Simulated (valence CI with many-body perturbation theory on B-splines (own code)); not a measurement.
## Cu XXIII: key properties

Calculated by relativistic CI+MBPT: five valence electrons over a frozen Dirac-Fock core [He], radial functions for each j: 11 s, 11 p, 10 d, 8 f, 5 g, 2 h, with the one-electron correlation potential Σ1 (screened to all orders), the two-electron term Σ2, the three-electron term Σ3, Breit, model QED; selected single and double excitations, second order for the rest, scaled by the run's own slope (own B-spline code, finite nucleus).

No measured spectrum was set against this ion. As an estimate, levels of excited configurations hold to 0.05 to 0.15 % of their energy, terms of the ground configuration to about 0.5 %. Among the levels kept, up to 5500 cm⁻¹ of a level comes from second order outside the variational space, and about a tenth of that is noise between levels of different J, which matters for small intervals.

Names give the largest LS component (configuration and term), which can be under half, so a name can repeat, a term be missing and a line seem to break the LS rules; names also repeat where a configuration has a term twice.

Rates and lifetimes use the calculated energies. Strong lines usually hold to 10 to 20 %, long lifetimes can be off by a factor of two.

(1) What is the ground level?

(2) How well does LS coupling describe the low levels?

(3) What is the ionisation energy?

(4) Where does the other parity begin?

(5) Name the longest-lived excited levels whose lifetime is computed, and their main decay.

(6) Among levels below 1400.7 eV, which E1 lines absorb most strongly from the ground level?

Answers

(1) 2s²2p³ ⁴S°_3/2, composition 76 % 2s²2p³ ⁴S° + 18 % 2s²2p³ ²P° + 6 % 2s²2p³ ²D°, g = 1.804.

(2) Among the lowest 20 levels the leading LS term, summed over configurations, holds 83 % on average. For single configurations the figures are 82 % in LS and 81 % in jj coupling. Terms mix most in the J = 3/2 level at 1173.0 eV, where the leading one holds 56 %.

(3) 2042.8 eV; NIST lists 2044 ± 6 eV (semi-empirical).

(4) At 2s2p⁴ ⁴P_5/2, 111.7 eV.

(5) 2s²2p³ ²D°_5/2 at 28.6 eV lives 107 μs, mostly by M1 to 2s²2p³ ⁴S°_3/2; 2s²2p³ ²D°_3/2 at 21.2 eV lives 15.9 μs, mostly by M1 to 2s²2p³ ⁴S°_3/2; 2s²2p³ ²P°_1/2 at 40.7 eV lives 7.99 μs, mostly by M1 to 2s²2p³ ⁴S°_3/2.

(6) to 2s²2p²3d ⁴P_3/2 at 0.9944 nm, f = 0.463; to 2s²2p²3d ⁴D_5/2 at 0.9957 nm, f = 0.401; to 2s²2p²3d ⁴P_1/2 at 0.9936 nm, f = 0.227.
